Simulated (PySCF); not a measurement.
H₂O₃Si, SMILES [Si](O)(O)=O.

Geometry: PBE-D3(BJ)/def2-SVP. The values are those of a single conformer.

All values below come from PBE-D3(BJ)/def2-SVP run with PySCF.

Frequencies are harmonic and unscaled.

Task: Give all harmonic wavenumbers and intensities. (The exact figures need the calculation; the answer reports its results.)

Result: 
```
mode  ν (cm⁻¹)  IR (km/mol)  moving atoms (share of kinetic energy)
----  --------  -----------  --------------------------------------
1          291         70.7                 O 72 %, Si 17 %, H 11 %
2          311          0.8                 O 73 %, H 14 %, Si 13 %
3          337         21.4                         Si 63 %, O 33 %
4          381          0.0                          H 85 %, O 15 %
5          459        246.2                                  H 92 %
6          784         16.6                                  O 94 %
7          806        175.2                          H 63 %, O 35 %
8          881        149.3                          H 87 %, O 13 %
9          981         80.8                 Si 45 %, O 34 %, H 21 %
10        1241        134.1                         O 53 %, Si 47 %
11        3749        244.1                                  H 94 %
12        3751          2.8                                  H 94 %
```
